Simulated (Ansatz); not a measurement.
Born–Oppenheimer molecular dynamics of FH7N2OSZr (13 atoms, charge 0, multiplicity 1). It starts at the highest image of a converged band, a first-order saddle point between two minima.

Theory: RKS PBE0-D4/def2-SVP in Ansatz 0.2.0.

| Property | Result |
| --- | --- |
| ensemble | NVE (velocity Verlet) |
| time step | 0.5 fs |
| steps asked | 200 |
| starting velocities drawn for | 300 K |
| seed | 9084 |

First frame:

```xyz
13
Properties=species:S:1:pos:R:3
Zr 0.110 -0.259 -0.127
O -0.109 -0.254 1.975
H -0.545 0.210 2.696
N 1.951 0.227 -0.812
H 2.748 -0.403 -0.742
H 2.221 1.055 -1.335
N -0.889 1.466 -0.500
H -1.724 1.537 -1.079
H -0.657 2.401 -0.169
F -0.906 -1.519 -1.156
S 1.470 -2.364 1.284
H 0.471 -3.261 1.129
H 0.592 -1.278 2.075
```

(1) How far do the bonds stretch over the last three quarters of this one trajectory? (Pairs bonded in most of those frames.)

Answers

(1) 
| bond | mean (Å) | spread (Å) | shortest | longest |
| --- | --- | --- | --- | --- |
| Zr1–O2 | 1.977 | 0.030 | 1.93 | 2.06 |
| Zr1–N4 | 2.038 | 0.019 | 2.01 | 2.07 |
| Zr1–N7 | 2.039 | 0.052 | 1.97 | 2.14 |
| Zr1–F10 | 1.944 | 0.019 | 1.91 | 1.97 |
| Zr1–S11 | 3.042 | 0.138 | 2.86 | 3.30 |
| O2–H3 | 0.964 | 0.023 | 0.93 | 1.00 |
| N4–H5 | 1.018 | 0.016 | 0.99 | 1.04 |
| N4–H6 | 1.020 | 0.018 | 0.99 | 1.05 |
| N7–H8 | 1.022 | 0.024 | 0.98 | 1.06 |
| N7–H9 | 1.020 | 0.011 | 1.00 | 1.04 |
| S11–H12 | 1.352 | 0.004 | 1.34 | 1.36 |
| S11–H13 | 1.356 | 0.021 | 1.32 | 1.41 |

Pairs bonded in part of these frames only: Zr1–H3 39 %.

Mean temperature of the second half: 284 K. The conserved energy stayed within 0.24 meV per atom of its start (net change 0.079 meV per atom), so the integration is sound. A run of 0.1 ps of so small a system gives no equilibrium averages. The orbitals stay closed-shell, which can raise the energy where a bond breaks towards radicals; this wasn't checked here.

The run took 10 min on 4 threads of Arm Neoverse V2, on a shared host, peak memory 0.42 GiB.
